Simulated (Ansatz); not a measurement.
**Relaxing a trial structure of ClFH3Si3+**

The starting geometry of this gas-phase singlet was optimised with GFN2-xTB.

```yaml
atoms:
  - { symbol: Cl, position_ang: [-0.9702, 0.7153, -3.2891] }
  - { symbol: F, position_ang: [-1.5126, -0.0015, 0.7411] }
  - { symbol: Si, position_ang: [-1.6562, 1.4451, 0.0436] }
  - { symbol: Si, position_ang: [-0.7737, 2.8576, 1.7904] }
  - { symbol: Si, position_ang: [-2.4116, 0.3959, -1.9211] }
  - { symbol: H, position_ang: [0.0894, 3.8344, 1.1112] }
  - { symbol: H, position_ang: [-0.0196, 2.0474, 2.7537] }
  - { symbol: H, position_ang: [-1.9445, 3.4979, 2.4031] }
```

**Question.** Where would you expect an optimisation with PBE0-D3(BJ)/def2-SVP to take it?

**Answer.** A new bond forms, giving a structure with Cl1 bridging Si5 and Si3, given below by its coordinates. Distances that change by over a tenth: Cl1–Si5 (2.01 → 2.24 Å). Contacts that close: Cl1–Si3 (3.48 → 2.32 Å).

The energy falls by 0.80 eV over 35 steps:

```tsv
step	E − E(last) (eV)
1	0.797
5	0.484
9	0.286
12	0.053
16	0.033
20	0.030
24	0.015
27	0.007
31	0.000
35	0.000
```

Final geometry (Å):

```yaml
atoms:
  - { symbol: Cl, position_ang: [-0.2781, 0.8349, -1.6189] }
  - { symbol: F, position_ang: [-1.8931, -0.2933, 0.7821] }
  - { symbol: Si, position_ang: [-1.7895, 1.1642, 0.1051] }
  - { symbol: Si, position_ang: [-0.8138, 2.8225, 1.4826] }
  - { symbol: Si, position_ang: [-2.4388, 1.0024, -2.1918] }
  - { symbol: H, position_ang: [-0.6081, 3.9689, 0.5583] }
  - { symbol: H, position_ang: [0.4471, 2.2092, 1.9761] }
  - { symbol: H, position_ang: [-1.8248, 3.0832, 2.5394] }
```

Frequencies at the end are all real (lowest 83 cm⁻¹). Run with Ansatz 0.2.0, 51 s on 2 threads of Intel(R) Xeon(R) 6975P-C (Granite Rapids), with other jobs on the host.
